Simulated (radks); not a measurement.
All-electron atom: Mg IV in [He] 2s1 2p5 3d1 (not the ground configuration). All-electron calculation, scalar-relativistic Kohn-Sham, LDA (Slater exchange, Perdew-Zunger correlation), spin-polarised, spherical densities, finite nucleus; open shells are filled with parallel spins first; Fermi nuclear charge, rms radius 3.057 fm. Program: a radial shooting solver on a logarithmic mesh with Libxc functionals.

Radial electron density D(r) = 4 pi r^2 rho(r):

r (bohr),D(r) (e/bohr),spin D(r)
0.004705,0.2689,0.00953
0.005305,0.3367,0.0119
0.005981,0.4207,0.0149
0.006744,0.5247,0.0186
0.007604,0.6528,0.0231
0.008573,0.8101,0.0287
0.009666,1.002,0.0355
0.0109,1.236,0.0437
0.01229,1.519,0.0536
0.01385,1.858,0.0656
0.01562,2.262,0.0797
0.01761,2.739,0.0964
0.01986,3.298,0.116
0.02239,3.943,0.138
0.02525,4.679,0.163
0.02846,5.505,0.191
0.03209,6.415,0.222
0.03618,7.395,0.254
0.0408,8.422,0.287
0.046,9.463,0.318
0.05186,10.47,0.348
0.05848,11.40,0.372
0.06593,12.17,0.389
0.07434,12.74,0.398
0.08382,13.03,0.397
0.0945,13.01,0.387
0.1066,12.66,0.372
0.1201,12.00,0.359
0.1355,11.10,0.361
0.1527,10.07,0.392
0.1722,9.039,0.473
0.1942,8.161,0.622
0.2189,7.563,0.855
0.2468,7.326,1.18
0.2783,7.454,1.58
0.3138,7.872,2.03
0.3538,8.431,2.48
0.3989,8.943,2.87
0.4497,9.217,3.13
0.5071,9.111,3.21
0.5717,8.560,3.09
0.6446,7.595,2.77
0.7268,6.332,2.33
0.8195,4.941,1.82
0.9239,3.604,1.34
1.042,2.467,0.957
1.175,1.611,0.688
1.324,1.046,0.536
1.493,0.7233,0.471
1.684,0.5662,0.456
1.898,0.4965,0.455
2.14,0.4543,0.441
2.413,0.4045,0.401
2.721,0.3352,0.334
3.068,0.2518,0.252
3.459,0.1681,0.168
3.9,0.09809,0.0981
4.397,0.04913,0.0491
4.957,0.02074,0.0207
5.589,0.007228,0.00723
6.302,0.002036,0.00204
7.106,0.0004524,0.000452

D(r) has 2 maxima, at r = 0.0886, 0.464 bohr, and minima at 0.251 bohr, inside which lie 2.27 electrons.
